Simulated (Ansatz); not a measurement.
Reaction (formal loss of a carbene): `C/C=C(\F)C(F)F` → `C=C(F)C(F)F` + `[CH2]` (triplet)

Program: Ansatz. Geometries: PBE0-D4/def2-TZVP. ΔE: electronic, gas phase. CCSD(T)/CBS adds triple-zeta CCSD(T) − MP2 to the extrapolated MP2 energy (def2 sets, frozen cores). This one scheme is used for every species. Functionals use def2-TZVPP. HSE06 is defined as in plane-wave codes. Triplets are unrestricted, without spin–orbit coupling. Each species was taken in one conformer, which may not be the lowest.

`C/C=C(\F)C(F)F`:

Z-matrix (Å, degrees):
```
C
C 1 1.486
H 1 1.089 2 111.8
H 1 1.094 2 110.6 3 121.1
H 1 1.094 2 110.5 3 -120.8
C 2 1.320 1 125.2 3 0.6
H 2 1.084 1 119.0 3 -179.6
C 6 1.494 2 127.0 1 -179.8
F 6 1.342 2 122.5 1 -0.5
F 8 1.358 6 110.1 2 -114.4
F 8 1.350 6 110.7 2 4.6
H 8 1.096 6 112.0 2 126.2
```

`C=C(F)C(F)F`:

Cartesian coordinates in Å:
```
C 0.841 -1.129 -0.184
C 0.046 -0.292 0.447
F -0.316 -0.468 1.722
C -0.558 0.964 -0.102
F -0.126 1.183 -1.361
F -1.909 0.848 -0.136
H 1.107 -0.937 -1.213
H 1.229 -2.007 0.314
H -0.314 1.838 0.513
```

`[CH2]` (triplet):

Cartesian coordinates in Å:
```
C 0.227 0.123 0.097
H -0.653 0.739 0.200
H 0.426 -0.862 -0.297
```

Task: Is it downhill or uphill in electronic energy at CCSD(T)/CBS, and by how much? (Best estimate.)

Result: Computed: Uphill: ΔE = +447.6 kJ/mol.

Task: What do these levels give: r2SCAN, r2SCANh, HSE06, LC-ωPBE, RPA@PBE/def2-TZVPP, CCSD(T)/def2-TZVPP? (Estimate.)

Result: Computed: r2SCAN 425.5, r2SCANh 423.8, HSE06 443.5, LC-ωPBE 438.3, RPA@PBE/def2-TZVPP 429.1, CCSD(T)/def2-TZVPP 436.4 kJ/mol.

Task: What do rigid-rotor, harmonic-oscillator terms from PBE0-D4/def2-TZVP frequencies (298.15 K, 1 bar) make of the CCSD(T)/CBS value? (Best estimate.)

Result: Ansatz gave: ΔZPE = -28.7 kJ/mol, ΔH = +424.6 kJ/mol, ΔS = 160 J/(mol·K), ΔG = +376.8 kJ/mol. Open shells count their whole term as degenerate.

Largest T1 diagnostic among the species: 0.012.

The D4 term adds +8.8 kJ/mol with B3LYP and +4.8 kJ/mol with PBE0; it sums over pairs of atoms, weighted by their polarisabilities, and B3LYP, whose exchange is more repulsive, gets the larger term. From PBE to PBE0 (25 % exact exchange), in def2-TZVPP and without D4, ΔE moves by −7.7 kJ/mol. In def2-TZVPP, CCSD(T) changes the Hartree–Fock value by +135.7 kJ/mol (the triples alone add +11.1 kJ/mol) and MP2 by +149.2 kJ/mol.

B3LYP here is the variant with VWN-RPA as its local correlation; programs differ in this.
